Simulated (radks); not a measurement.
The numbers below are computed, except where a source is named.
Q: Valence configurations of the promethium ion Pm+ (all share [Xe]). Level of theory: scalar-relativistic Kohn-Sham, r2SCAN, spin-polarised, spherical densities, finite nucleus; open shells are filled with parallel spins first (spin-orbit coupling, left out, can overturn this in heavy ions); meta-GGA in the generalised Kohn-Sham scheme; Fermi nuclear charge, rms radius 4.962 fm (a radial shooting solver on a logarithmic mesh with Libxc functionals). Order these by energy: 4f4.5 6s1 6p0.5; 4f5 5d1; 4f3 6s1 6p2; 4f4 6s2; 4f4 5d1 6s1; 4f5 5d0.5 6s0.5; 4f4.5 5d0.5 6s1; 4f5 6s1; 4f4.5 5d1 6p0.5; 4f5 6s0.5 6p0.5.

A: From the lowest, in eV above it: 4f5 6s1 0.000; 4f5 5d0.5 6s0.5 0.645; 4f5 5d1 1.221; 4f4.5 5d0.5 6s1 1.347; 4f5 6s0.5 6p0.5 1.602; 4f4.5 6s1 6p0.5 2.687; 4f4.5 5d1 6p0.5 3.376; 4f4 5d1 6s1 3.703; 4f4 6s2 4.852; 4f3 6s1 6p2 22.388. NIST lists [Xe] 4f5 6s1 as the ground configuration; this level of theory agrees among the configurations tried. The energies are those of spherical high-spin densities, not of single terms.
